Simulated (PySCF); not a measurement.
# Electron affinity of Rb by level of theory

Rb⁻ [Kr] 5s2 (1S) → Rb [Kr] 5s1 (2S), as a difference of total energies. All numbers are calculated (PySCF 2.14, a scalar-relativistic core potential, in def2-QZVPPD with the def2 core potential (28 electrons) (7s5p4d3f, 63 functions)). Correlated levels: valence: 4s2 4p6 frozen. The calculations carry no spin-orbit coupling.

```json
{"method": "UHF", "electron affinity (eV)": "-0.125"}
{"method": "MP2 (valence)", "electron affinity (eV)": "0.248"}
{"method": "SCS-MP2 (valence)", "electron affinity (eV)": "0.322"}
{"method": "CCSD (valence)", "electron affinity (eV)": "0.443"}
```

Errors of the correlated levels include the incompleteness of this basis and the frozen core.

A negative affinity means that the anion lies above the atom at that level of theory.

With two correlated electrons CCSD is exact in that space.

The coupled-cluster amplitudes are large for Rb⁻ (T1 above 0.03 or a double amplitude above 0.15), so a single reference is strained.

For comparison: 0.486 eV (measured; photodetachment measurements, as compiled on the Wikipedia data page of electron affinities).
